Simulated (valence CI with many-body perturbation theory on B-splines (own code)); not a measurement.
**Se XXVIII: electric-dipole lines**

Method: configuration interaction combined with many-body perturbation theory (CI+MBPT): five valence electrons over a frozen Dirac-Fock core [He], a basis of 9 s, 9 p, 8 d, 6 f, 3 g, 1 h functions for each j, with the one-electron correlation potential Σ1 (screened to all orders), the two-electron term Σ2, the three-electron term Σ3, Breit, model QED; selected single and double excitations, second order for the rest (own B-spline code, finite nucleus).

No measured spectrum was set against this ion. As an estimate, large intervals hold to a few tenths of a per cent, small ones and those within an open d or f shell to about a per cent. Among the levels kept, up to 1500 cm⁻¹ of a level comes from second order outside the variational space, and about a tenth of that is noise between levels of different J, which matters for small intervals.

Lines 51 to 100 of 275 in falling wavelength, among levels below 136.75 Ry, chosen from the strongest by gf and those to the six lowest levels. Wavelengths and rates use the calculated energies. Electric multipoles are in the length gauge, E1 and E2 with the static RPA response of the core. Weak lines are less certain than strong ones. Lines between different terms over intervals too small for the method are left out, as are lines whose strength nearly cancels. The highest levels of a list are the least certain.

Levels are named by their leading jj configuration (3d3/2^4 stands for four electrons in 3d with j = 3/2), which in mixed levels can hold well under half, so a name can repeat and another be missing. Letters in brackets count levels of one name in rising energy.

```tsv
λ vac (Å)	Upper	Lower	A (s⁻¹)	S (a.u.)
241.6	(2s^2 2p1/2 2p3/2 3d3/2) J=3/2 [b]	(2s^2 2p1/2 2p3/2 3p1/2) J=3/2 [b]	3.44e+09	9.58e-02
240.7	(2s^2 2p1/2 2p3/2 3d5/2) J=5/2 [b]	(2s^2 2p1/2 2p3/2 3p3/2) J=3/2 [b]	4.94e+09	2.04e-01
237.9	(2s^2 2p1/2^2 3p3/2) J=3/2	(2s^2 2p1/2^2 3s) J=1/2	7.81e+09	2.08e-01
235.7	(2s^2 2p1/2 2p3/2 3d3/2) J=3/2 [a]	(2s^2 2p1/2 2p3/2 3p1/2) J=3/2 [a]	2.07e+09	5.35e-02
235.7	(2s^2 2p3/2^2 3d3/2) J=7/2	(2s^2 2p3/2^2 3p3/2) J=5/2	8.83e+08	4.57e-02
234.6	(2s^2 2p3/2^2 3p3/2) J=3/2 [b]	(2s^2 2p3/2^2 3s) J=1/2	7.01e+09	1.79e-01
233.7	(2s^2 2p1/2 2p3/2 3d3/2) J=1/2 [b]	(2s^2 2p1/2 2p3/2 3p1/2) J=3/2 [b]	5.57e+09	7.02e-02
229.7	(2s^2 2p1/2 2p3/2 3d3/2) J=5/2 [a]	(2s^2 2p1/2 2p3/2 3p1/2) J=3/2 [a]	5.12e+09	1.84e-01
228.5	(2s^2 2p3/2^2 3d3/2) J=7/2	(2s^2 2p3/2^2 3p1/2) J=5/2	5.40e+09	2.54e-01
228.4	(2s^2 2p1/2 2p3/2 3p3/2) J=3/2 [a]	(2s^2 2p1/2 2p3/2 3s) J=3/2 [a]	3.35e+09	7.87e-02
228.1	(2s^2 2p1/2 2p3/2 3d3/2) J=7/2	(2s^2 2p1/2 2p3/2 3p1/2) J=5/2	4.56e+09	2.14e-01
227.9	(2s^2 2p3/2^2 3d3/2) J=3/2	(2s^2 2p3/2^2 3p1/2) J=3/2	4.28e+09	1.00e-01
226.5	(2s^2 2p3/2^2 3d3/2) J=5/2	(2s^2 2p3/2^2 3p1/2) J=3/2	2.12e+09	7.30e-02
225.0	(2s^2 2p1/2 2p3/2 3p3/2) J=5/2 [b]	(2s^2 2p1/2 2p3/2 3s) J=3/2 [b]	6.28e+09	2.12e-01
223.2	(2s 2p1/2^2 2p3/2 3p3/2) J=1/2 [b]	(2s^2 2p3/2^2 3p1/2) J=3/2	3.58e+09	3.93e-02
223.1	(2s^2 2p1/2^2 3d3/2) J=3/2	(2s^2 2p1/2^2 3p1/2) J=1/2	6.39e+09	1.40e-01
218.8	(2s^2 2p1/2 2p3/2 3d3/2) J=3/2 [a]	(2s^2 2p1/2 2p3/2 3p1/2) J=1/2	4.06e+09	8.38e-02
212.1	(2s^2 2p1/2 2p3/2 3d3/2) J=1/2 [a]	(2s^2 2p1/2 2p3/2 3p1/2) J=1/2	5.92e+09	5.58e-02
211.4	(2s^2 2p3/2^2 3d5/2) J=3/2	(2s^2 2p3/2^2 3p3/2) J=1/2	2.65e+09	4.94e-02
210.7	(2s^2 2p1/2 2p3/2 3p3/2) J=5/2 [b]	(2s^2 2p1/2 2p3/2 3s) J=5/2	3.63e+09	1.01e-01
209.0	(2s^2 2p1/2 2p3/2 3p3/2) J=3/2 [b]	(2s^2 2p1/2 2p3/2 3s) J=1/2	3.49e+09	6.29e-02
203.2	(2s 2p1/2^2 2p3/2 3p3/2) J=5/2	(2s 2p1/2^2 2p3/2 3s) J=5/2	3.15e+09	7.82e-02
200.1	(2s^2 2p3/2^2 3d5/2) J=5/2	(2s^2 2p3/2^2 3p3/2) J=5/2	3.21e+09	7.62e-02
199.6	(2s^2 2p1/2 2p3/2 3d3/2) J=5/2 [b]	(2s^2 2p1/2 2p3/2 3p1/2) J=5/2	2.56e+09	6.03e-02
199.5	(2s^2 2p1/2 2p3/2 3p3/2) J=1/2 [b]	(2s^2 2p1/2 2p3/2 3s) J=3/2 [b]	1.06e+10	8.28e-02
198.1	(2s^2 2p1/2 2p3/2 3d5/2) J=3/2 [b]	(2s^2 2p1/2 2p3/2 3p3/2) J=3/2 [a]	2.77e+09	4.26e-02
193.1	(2s^2 2p3/2^2 3p3/2) J=3/2 [a]	(2s^2 2p3/2^2 3s) J=3/2	9.66e+09	1.37e-01
183.6	(2s^2 2p3/2^2 3p3/2) J=3/2 [a]	(2s^2 2p3/2^2 3s) J=5/2	3.66e+09	4.47e-02
174.8	(2s^2 2p1/2 2p3/2 3p3/2) J=1/2 [b]	(2s^2 2p1/2 2p3/2 3s) J=1/2	5.79e+09	3.05e-02
169.6	(2s^2 2p3/2^2 3p3/2) J=3/2 [b]	(2s^2 2p3/2^2 3s) J=3/2	3.62e+09	3.48e-02
155.4	(2s 2p1/2 2p3/2^3) J=3/2 [a]	(2s^2 2p3/2^3) J=3/2	4.34e+08	3.21e-03
123.2	(2s 2p1/2 2p3/2^2 3s) J=7/2	(2s^2 2p3/2^2 3s) J=5/2	5.44e+09	4.02e-02
119.7	(2s 2p1/2^2 2p3/2^2) J=5/2	(2s^2 2p1/2 2p3/2^2) J=5/2	1.32e+09	6.72e-03
107.9	(2s 2p1/2^2 2p3/2^2) J=5/2	(2s^2 2p1/2 2p3/2^2) J=3/2	4.76e+09	1.77e-02
106.3	(2s 2p1/2^2 2p3/2^2) J=1/2	(2s^2 2p1/2 2p3/2^2) J=1/2	3.37e+09	4.00e-03
99.13	(2s 2p1/2 2p3/2^3) J=5/2	(2s^2 2p3/2^3) J=3/2	8.24e+09	2.38e-02
96.15	(2p1/2^2 2p3/2^3) J=3/2	(2s 2p1/2 2p3/2^3) J=3/2 [c]	3.23e+10	5.67e-02
95.60	(2s 2p1/2 2p3/2^3) J=3/2 [a]	(2s^2 2p1/2 2p3/2^2) J=5/2	1.42e+09	2.44e-03
93.50	(2p1/2 2p3/2^4) J=1/2	(2s 2p3/2^4) J=1/2	4.33e+10	3.49e-02
89.36	(2p1/2^2 2p3/2^3) J=3/2	(2s 2p1/2 2p3/2^3) J=1/2	1.55e+10	2.19e-02
87.52	(2s 2p1/2 2p3/2^2 3s) J=5/2 [a]	(2s^2 2p1/2 2p3/2 3s) J=3/2 [a]	2.56e+10	5.08e-02
86.48	(2s 2p1/2^2 2p3/2^2) J=1/2	(2s^2 2p1/2 2p3/2^2) J=3/2	2.14e+09	1.36e-03
85.77	(2s 2p1/2 2p3/2^2 3s) J=7/2	(2s^2 2p1/2 2p3/2 3s) J=5/2	1.62e+10	4.04e-02
83.49	(2s 2p1/2 2p3/2^3) J=3/2 [b]	(2s^2 2p1/2 2p3/2^2) J=1/2	2.44e+09	2.81e-03
81.58	(2s 2p1/2^2 2p3/2^2) J=5/2	(2s^2 2p1/2^2 2p3/2) J=3/2	1.87e+10	3.01e-02
80.68	(2s 2p1/2 2p3/2^3) J=3/2 [c]	(2s^2 2p3/2^3) J=3/2	1.28e+10	1.33e-02
80.32	(2s 2p1/2 2p3/2^2 3s) J=5/2 [b]	(2s^2 2p1/2 2p3/2 3s) J=5/2	1.06e+10	1.63e-02
78.69	(2p1/2^2 2p3/2^3) J=3/2	(2s 2p1/2 2p3/2^3) J=5/2	5.61e+10	5.40e-02
75.69	(2s 2p1/2 2p3/2^3) J=3/2 [b]	(2s^2 2p1/2 2p3/2^2) J=5/2	2.80e+09	2.39e-03
73.48	(2p1/2^2 2p3/2^3) J=3/2	(2s 2p1/2 2p3/2^3) J=3/2 [b]	4.50e+10	3.52e-02
```
